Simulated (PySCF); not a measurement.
**Atomic charges by several schemes**

C9H8OSi.
SMILES with atom numbers: `[O:1]=[CH:2][c:3]1[cH:4][cH:5][cH:6][c:7]2[c:8]1[CH:9]=[CH:10][SiH2:11]2` (hydrogens: H12 on C2; H13 on C4; H14 on C5; H15 on C6; H16 on C9; H17 on C10; H18, H19 on Si11)

Geometry (GFN2-xTB, Å), atoms numbered from 1 in this order:
```
atom  x, y, z in Å
O1    -3.475    1.489    0.030
C2    -2.268    1.530    0.007
C3    -1.392    0.354    0.018
C4    -1.999   -0.908    0.057
C5    -1.248   -2.062    0.068
C6     0.142   -1.979    0.039
C7     0.769   -0.752    0.002
C8     0.006    0.432   -0.009
C9     0.808    1.648   -0.049
C10    2.138    1.496   -0.072
Si11   2.610   -0.327   -0.042
H12   -1.748    2.505   -0.024
H13   -3.079   -0.945    0.078
H14   -1.733   -3.026    0.097
H15    0.734   -2.883    0.047
H16    0.328    2.616   -0.060
H17    2.802    2.344   -0.102
H18    3.275   -0.787   -1.261
H19    3.321   -0.734    1.170
```

Density: PBE0/pcSseg-1 (PySCF); schemes: Mulliken, IAO, Hirshfeld and ESP-fitted. Isolated species at its GFN2-xTB geometry (one conformer only).

Question: At which atom do the 4 schemes differ most?

Answer: At Si11: from +0.340 (Hirshfeld) to +0.757 e (Mulliken), 0.417 e apart.

Question: Do the Mulliken, IAO, Hirshfeld and ESP-fitted schemes agree on where the charge is highest?

Answer: All schemes agree: Mulliken Si11 (+0.757); IAO Si11 (+0.745); Hirshfeld Si11 (+0.340); ESP-fitted Si11 (+0.456).

Question: What partial charge does each atom carry?

Answer: In e:

```
atom                  environment  Mulliken     IAO  Hirshfeld  ESP-fitted
  O1              aldehyde oxygen    -0.365  -0.401     -0.225      -0.455
  C2              aldehyde carbon    +0.391  +0.248     +0.115      +0.441
  C3  substituted aromatic carbon    -0.327  -0.076     -0.022      -0.134
  C4           aromatic CH carbon    +0.025  -0.115     -0.031      -0.082
  C5           aromatic CH carbon    -0.038  -0.154     -0.045      -0.203
  C6           aromatic CH carbon    -0.024  -0.116     -0.034      -0.126
  C7  substituted aromatic carbon    -0.345  -0.272     -0.095      -0.168
  C8  substituted aromatic carbon    -0.066  +0.017     +0.007      +0.208
  C9             alkene CH carbon    -0.049  -0.130     -0.039      -0.308
 C10             alkene CH carbon    -0.350  -0.421     -0.136      -0.293
Si11                 SiH2 silicon    +0.757  +0.745     +0.340      +0.456
 H12              formyl hydrogen    +0.066  +0.095     +0.040      -0.002
 H13            aromatic hydrogen    +0.085  +0.174     +0.051      +0.152
 H14            aromatic hydrogen    +0.095  +0.158     +0.055      +0.160
 H15            aromatic hydrogen    +0.083  +0.152     +0.053      +0.155
 H16             vinylic hydrogen    +0.092  +0.151     +0.051      +0.202
 H17             vinylic hydrogen    +0.107  +0.161     +0.046      +0.163
 H18                Si–H hydrogen    -0.070  -0.108     -0.066      -0.084
 H19                Si–H hydrogen    -0.070  -0.108     -0.066      -0.083
```

Mean size of the charges over all atoms: ESP-fitted 0.204 e, IAO 0.200 e, Mulliken 0.179 e, Hirshfeld 0.080 e. Each set sums to the total charge, 0, to within 0.001 e. The Mulliken scheme gives each basis function's population to the atom it is centred on and halves the overlap population of two atoms between them. The IAO scheme projects the occupied orbitals on a minimal set of polarised atomic orbitals and counts the electrons in each atom's part of it.

Question: How many electrons does the IAO scheme count on C8?

Answer: Z − q = 6 − (+0.017) = 5.983.

Question: How closely do the schemes follow one another over all atoms?

Answer: Correlation coefficient and root-mean-square difference: IAO with Hirshfeld 0.98, 0.150 e; Mulliken with Hirshfeld 0.93, 0.160 e; Mulliken with IAO 0.93, 0.097 e; IAO with ESP-fitted 0.90, 0.112 e; Hirshfeld with ESP-fitted 0.88, 0.151 e; Mulliken with ESP-fitted 0.83, 0.145 e.

Question: Sum the charges by element, for elements with more than one atom.

Answer: 
```tsv
element	atoms	Mulliken	IAO	Hirshfeld	ESP-fitted
C	9	-0.782	-1.018	-0.278	-0.664
H	8	+0.390	+0.674	+0.164	+0.663
```

The run behind these numbers computed NMR shieldings as well. Time: 71 s (with the writing of density and orbital grids); peak memory 1.1 GiB. Hardware: one thread of an Arm Neoverse V1, shared host.
